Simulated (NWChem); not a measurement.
# What each level costs for H4AlClS

```xyz
7

Al    -0.6841    -0.7218    -0.4927
H     -0.3535    -2.2247    -0.1231
H     -2.1562    -0.1612    -0.6455
Cl     0.8462     0.3450    -1.5603
S     -0.2453     0.2650     1.8937
H      1.0995     0.1024     1.8863
H     -0.1569     1.5620     1.5129
```
Charge 0, spin multiplicity 1.

The numbers come from NWChem runs, not from measurements. All single points use one geometry, from B3LYP/def2-SVP, a minimum by its harmonic frequencies.

Basis set: 6-311G** (102 functions). Each entry is one whole single-point run; the coupled-cluster runs use the TCE module, and the SCF and DFT modules converge to different thresholds.

The correlated methods keep 15 core orbitals frozen. B3LYP has NWChem's definition, with VWN1-RPA local correlation. The Pople sets run with spherical d functions. The structure started from a generated list of species.

### Question
Roughly how much processor time does each of these take, relative to RHF: MP2, B2PLYP, PBE, B3LYP, PBE0, CR-CCSD(T)?

### Answer
MP2 about the same, within a factor of 3; PBE0 about the same, within a factor of 3; B3LYP about the same, within a factor of 3; PBE about the same, within a factor of 3; B2PLYP about the same, within a factor of 3; CR-CCSD(T) about 100 (rough ratios from shared machines).
